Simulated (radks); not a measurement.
The numbers below are computed, except where a source is named.
Problem. The mean radii <r> (bohr) of the occupied orbitals of an atom or ion are listed with their occupations. Code: a radial shooting solver on a logarithmic mesh with Libxc functionals. Model: Dirac Kohn-Sham, PBE, spin-unpolarised, spherical densities, point nucleus.

| orbital | occ. | <r> |
|---|---|---|
| 1s1/2 | 2 | 0.02558 |
| 2s1/2 | 2 | 0.1093 |
| 2p1/2 | 2 | 0.09192 |
| 2p3/2 | 4 | 0.09792 |
| 3s1/2 | 2 | 0.2915 |
| 3p1/2 | 2 | 0.2814 |
| 3p3/2 | 4 | 0.2933 |
| 3d3/2 | 4 | 0.2642 |
| 3d5/2 | 6 | 0.2680 |
| 4s1/2 | 2 | 0.6714 |
| 4p1/2 | 2 | 0.6931 |
| 4p3/2 | 4 | 0.7194 |
| 4d3/2 | 4 | 0.7807 |
| 4d5/2 | 6 | 0.7897 |
| 5s1/2 | 2 | 1.466 |

Name the element and its charge. Open shells, if any, fill j = l - 1/2 first.

Solution. Z = 56, barium, charge +8: Ba8+ in [Kr] 4d10 5s2. The 1s radius gives Z: for a bare nucleus <r> = (2 gamma + 1)/(2Z) with gamma = sqrt(1 - (Z/c)^2), 0.02523 bohr for Z = 56, and screening makes it slightly larger (0.02558 here). The occupations add up to 48, and the charge is Z minus that.
